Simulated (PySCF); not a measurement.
## C₆ coefficients of unlike pairs at PBE

Calculated with PySCF 2.14 from the dipole response of each species, C₆(A,B) = (3/π) ∫ α_A(iu) α_B(iu) du, in atomic units, from isotropic polarisabilities. For ions this is the dispersion term alone; charge-induced terms of lower order in 1/R come first.

| species | configuration | basis | relativity | α (bohr³) | C₆ (like pair) |
| --- | --- | --- | --- | --- | --- |
| Br | [Ar] 3d10 4s2 4p5 (2P) | aug-cc-pVQZ-PP with one added diffuse shell each of s, p, d, f, g type with ECP10MDF (8s7p6d4f3g) | core potential | 22.71 | 184.2 |
| Co²⁺ | [Ar] 3d7 (4F) | x2c-TZVPPall with one added diffuse shell each of s, p, d, f type (7s6p5d3f1g) | spin-free X2C | 3.813 | 10.87 |
| V | [Ar] 3d3 4s2 (4F) | aug-cc-pVTZ-DK (8s7p5d3f2g) | spin-free X2C | 90.76 | 973.7 |
| Tl⁺ | [Xe] 4f14 5d10 6s2 (1S) | aug-cc-pwCVTZ-DK3 (11s10p8d5f1g) | spin-free X2C | 19.99 | 161.1 |

(1) Estimate C₆ for Tl⁺ with Br.

No spin-orbit coupling is included.

The other pairs:

| pair | C₆ |
| --- | --- |
| Tl⁺, V | 339.4 |
| V, Co²⁺ | 74.57 |
| Co²⁺, Br | 41.39 |
| V, Br | 376.5 |
| Tl⁺, Co²⁺ | 40.42 |

Answers

(1) The integral gives 170.7. The combination rule 2 C_A C_B / (C_A α_B/α_A + C_B α_A/α_B) gives 172.0 and the geometric mean 172.3.
